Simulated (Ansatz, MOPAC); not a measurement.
System: BeF2, charge 0, multiplicity 1. SMILES: [Be]([F])[F]

Atoms: Be1, F2, F3. Bonds: Be1-F2, Be1-F3.

Bond lengths (Å) and angles (degrees) optimised at AM1 with MOPAC; PM7 with MOPAC; HF/3-21G with Ansatz (an electronic-structure program); B3LYP/6-31G* with Ansatz, each started from the B3LYP-D3(BJ)/def2-TZVP structure (Ansatz) of the last column. A row stands for all coordinates that are equal there. 6-31G* holds six Cartesian d functions.

| coordinate | AM1 | PM7 | HF/3-21G | B3LYP/6-31G* | B3LYP-D3(BJ)/def2-TZVP |
|---|---|---|---|---|---|
| Be1-F2 | 1.373 | 1.357 | 1.377 | 1.380 | 1.381 |
| F2-Be1-F3 | 180.0 | 180.0 | 180.0 | 180.0 | 180.0 |

Mean signed difference of all 2 bond lengths from B3LYP-D3(BJ)/def2-TZVP: AM1 -0.008 Å, PM7 -0.024 Å, HF/3-21G -0.004 Å, B3LYP/6-31G* -0.001 Å.
